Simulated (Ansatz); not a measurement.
Ansatz results at the PBE0-D4/def2-TZVP geometry: HOMO energy (PBE/def2-TZVPP) -5.72 eV; size of the dipole moment (PBE/def2-TZVPP) 1.35 D; HOMO–LUMO gap (PBE0/def2-TZVPP) 6.32 eV.

Each molecule was computed in one conformer, which needn't be the lowest.

**Question.** Which molecule gave them?
A. `C=CCSC=C`
B. `C=CS[Si](O)(O)O`
C. `C=CS[SiH2]C`
D. `C=CSC`

**Answer.** B. The others give `C=CCSC=C`: -5.15, 1.39, 5.94; `C=CSC`: -5.07, 1.53, 6.14; `C=CS[SiH2]C`: -5.49, 1.04, 6.35.
